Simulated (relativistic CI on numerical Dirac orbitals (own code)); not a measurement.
## Hg I: calculation against measurement

Computed by Dirac-Coulomb-Breit CI, KLI orbitals optimised for each configuration, model QED, valence Slater integrals scaled by 0.85, P86 correlation energy added to each configuration (own radial code, finite nucleus).

CI space (outside the closed core [Xe] 4f14): 5d10.6s2, 5d10.6s.6p, 5d10.6s.7s, 5d9.6s2.6p, 5d10.6s.7p, 5d10.6s.6d, 5d10.6s.8s, 5d10.6s.8p, 5d10.6s.5f, 5d10.6s.7d, 5d10.6s.5g, 5d10.6s.6f, 5d10.6s.8d, 5d10.6s.6g, 5d10.6p2, 5d9.6p3, 5d10.6d2, 5d9.6p.6d2. Double excitations out of closed p, d and f shells are left out; levels of such configurations are missing from the list, as are those of other unlisted configurations, and high levels can miss mixing partners.

| Configuration | Term (tabulated) | J | Measured (cm⁻¹) | Computed | Error | Purity (%) |
| --- | --- | --- | --- | --- | --- | --- |
| 5d10.6s2 | 1S | 0 | 0.0 | 0 | 0 | 97 |
| 5d10.6s.6p | 3P° | 0 | 37645.1 | 31131 | -6514 | 99 |
| 5d10.6s.6p | 3P° | 1 | 39412.3 | 32962 | -6450 | 97 |
| 5d10.6s.6p | 3P° | 2 | 44043.0 | 36880 | -7163 | 97 |
| 5d10.6s.6p | 1P° | 1 | 54068.8 | 49067 | -5002 | 88 |
| 5d10.6s.7s | 3S | 1 | 62350.5 | 55159 | -7191 | 100 |
| 5d10.6s.7s | 1S | 0 | 63928.2 | 56741 | -7187 | 99 |
| 5d10.6s.7p | 3P° | 0 | 69516.7 | 62275 | -7242 | 100 |
| 5d10.6s.7p | 3P° † | 1 | 69661.9 | 62448 | -7214 | 97 |
| 5d10.6s.7p | 3P° † | 2 | 71207.5 | 62697 | -8510 | 92 |
| 5d10.6s.7p | 1P° | 1 | 71295.1 | 65095 | -6200 | 83 |
| 5d10.6s.6d | (1/2,3/2) † | 2 | 71333.2 | 63706 | -7627 | 98 |
| 5d10.6s.6d | (1/2,3/2) † | 1 | 71336.2 | 63894 | -7442 | 100 |
| 5d10.6s.6d | (1/2,5/2) | 2 | 71396.2 | 63913 | -7483 | 100 |
| 5d10.6s.6d | (1/2,5/2) | 3 | 71431.3 | 63946 | -7485 | 100 |

Measured levels from NIST Handbook of Basic Atomic Spectroscopic Data (Sansonetti and Martin, J. Phys. Chem. Ref. Data 34, 1559 (2005)); pairs were made by configuration, J and term (by order where the table uses no LS term), so strongly mixed levels may be paired wrongly.

Mean error by configuration (cm⁻¹): 5d10.6s.6p -6282; 5d10.6s.7s -7189; 5d10.6s.7p -6721; 5d10.6s.6d -7484. Over the excited levels the mean absolute error is 6792 cm⁻¹ (14 of the 15 excited levels that our extract of the source holds in range could be paired, and the others can miss by more), and the median relative error of those above 1,000 cm⁻¹ is 11 %. † marks terms whose computed intervals miss the measured ones by more than a factor of 2.5, or configurations far off the rest, from wrong mixing, a near crossing or a doubtful label or measurement; they are left out of the means.

Transition probabilities of persistent lines. The last column rescales the computed rate by the cube of measured over computed energy:

| λ measured (Å) | Lower | Upper | A tabulated (s⁻¹) | A computed | A rescaled |
| --- | --- | --- | --- | --- | --- |
| 1849.50 vacuum | 5d10.6s2 1S_0 | 5d10.6s.6p 1P°_1 | 7.46e+08 | 7.19e+08 | 9.61e+08 |
| 2536.52 air | 5d10.6s2 1S_0 | 5d10.6s.6p 3P°_1 | 8.00e+06 | 2.28e+06 | 3.90e+06 |
| 2967.28 air | 5d10.6s.6p 3P°_0 | 5d10.6s.6d (1/2,3/2)_1 | 4.50e+07 | 9.02e+07 | 9.81e+07 |
| 3650.15 air | 5d10.6s.6p 3P°_2 | 5d10.6s.6d (1/2,5/2)_3 | 1.30e+08 | 1.45e+08 | 1.51e+08 |
| 4046.56 air | 5d10.6s.6p 3P°_0 | 5d10.6s.7s 3S_1 | 2.10e+07 | 2.02e+07 | 2.19e+07 |
| 4358.33 air | 5d10.6s.6p 3P°_1 | 5d10.6s.7s 3S_1 | 5.57e+07 | 5.62e+07 | 6.20e+07 |
| 5460.73 air | 5d10.6s.6p 3P°_2 | 5d10.6s.7s 3S_1 | 4.87e+07 | 7.52e+07 | 7.55e+07 |
| 10139.76 air | 5d10.6s.6p 1P°_1 | 5d10.6s.7s 1S_0 | 2.71e+07 | 2.69e+07 | 5.70e+07 |
